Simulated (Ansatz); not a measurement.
`F[CH]([SiH3])[SnH3]` and `FC[CH](F)[SnH3]` differ in one atom or group.

Ansatz, PBE0-D4/def2-TZVP geometries, multiplicity 1. Each molecule was computed in one conformer, which needn't be the lowest.

Elements past krypton have def2 core potentials.

| property | `F[CH]([SiH3])[SnH3]` |
| --- | --- |
| LUMO energy (PBE/def2-TZVPP) / eV | -0.97 |
| LUMO energy (B3LYP/def2-TZVPP) / eV | -0.42 |
| HOMO–LUMO gap (PBE/def2-TZVPP) / eV | 5.61 |
| HOMO energy (PBE/def2-TZVPP) / eV | -6.58 |
| size of the dipole moment (PBE/def2-TZVPP) / D | 1.17 |
| HOMO–LUMO gap (ωB97M-V/def2-TZVPP) / eV | 11.24 |

Question: What does the change do to each property? (Best estimate.)

Answer: Ansatz gave: 
| property | `FC[CH](F)[SnH3]` | shift |
| --- | --- | --- |
| LUMO energy (PBE/def2-TZVPP) / eV | -0.82 | 0.15 |
| LUMO energy (B3LYP/def2-TZVPP) / eV | -0.33 | 0.09 |
| HOMO–LUMO gap (PBE/def2-TZVPP) / eV | 6.03 | 0.42 |
| HOMO energy (PBE/def2-TZVPP) / eV | -6.85 | -0.27 |
| size of the dipole moment (PBE/def2-TZVPP) / D | 2.19 | 1.02 |
| HOMO–LUMO gap (ωB97M-V/def2-TZVPP) / eV | 11.70 | 0.46 |

With PBE0 the HOMO falls by 0.37 eV and the LUMO rises by 0.12 eV, so the gap widens by about 0.49 eV. PBE moves the HOMO by -0.27 eV and ωB97M-V by -0.42 eV. Dipoles are sizes alone; their direction can turn.

B3LYP here is the variant with VWN-RPA as its local correlation; programs differ in this.
